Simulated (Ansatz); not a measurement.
```tsv
atom	x (Å)	y (Å)	z (Å)
B	0.0136	-0.0481	-0.0022
F	1.2932	0.0440	-0.0166
F	-0.6680	1.1296	-0.0481
F	-0.6646	-1.1204	0.0469
```

Basis set: STO-3G (spherical functions). Correlated methods keep 4 orbitals frozen. Charge 0, multiplicity 1.

Computed with Ansatz (development build ahead of 0.2.0); each method stands on the lowest determinant of its kind that the runs found. Restricted open shells among the atoms or ions are ROHF, correlated in semicanonical orbitals with singles.

(1) Give the atomization energy at this shape (free ground-state atoms in the same class of orbitals less the molecule, no zero-point energy) of singlet BF3 by RHF-MP2, RHF.

Results:

(1)

```
 method  atomization energy
RHF-MP2     391.25 kcal/mol
    RHF     343.41 kcal/mol
```

Caution: the shape is not the minimum.

This basis has no polarisation functions and is too small for such energies, which can lie far from measured ones in either direction.
